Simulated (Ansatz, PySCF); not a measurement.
Complex: dimethyl telluride (SMILES C[Te]C) (first 9 atoms) with H2O (SMILES O); geometry from B3LYP-D3(BJ)/def2-TZVP.
(charge 0, multiplicity 1):
```csv
atom,x (Å),y (Å),z (Å)
C,0.2253,-1.3121,0.0742
Te,0.1660,0.8419,0.0978
C,0.1710,1.0398,-2.0547
H,1.1318,-1.6457,-0.4238
H,0.2286,-1.6195,1.1166
H,-0.6566,-1.6948,-0.4326
H,1.0794,0.6009,-2.4590
H,0.1430,2.1027,-2.2849
H,-0.7080,0.5519,-2.4677
O,0.1740,-0.0530,3.3014
H,-0.6076,0.5105,3.3034
H,0.9231,0.5529,3.3120
```

Counterpoise-corrected where a basis set is named; no monomer relaxation. Rows marked so take none.

Rows in 3-21G carry no dispersion term and start afresh at each structure; the Pople sets are all-electron and without relativity.

Run with Ansatz (Gaussian orbitals); PySCF for 3-21G rows, the dispersion terms. Values without a source in brackets are computed. In def2 rows elements past Kr take small-core potentials, without spin–orbit coupling.

**Question.** What interaction energy does PBE0-D3(BJ)/def2-TZVPPD give?

**Answer.** -13 kJ/mol

**Question.** Predict the interaction energy from HF/3-21G (no counterpoise).

**Answer.** -27 kJ/mol

**Question.** Give the interaction energy at the level PBE/def2-TZVPPD.

**Answer.** -9 kJ/mol

Ansatz is a program for electronic structure.
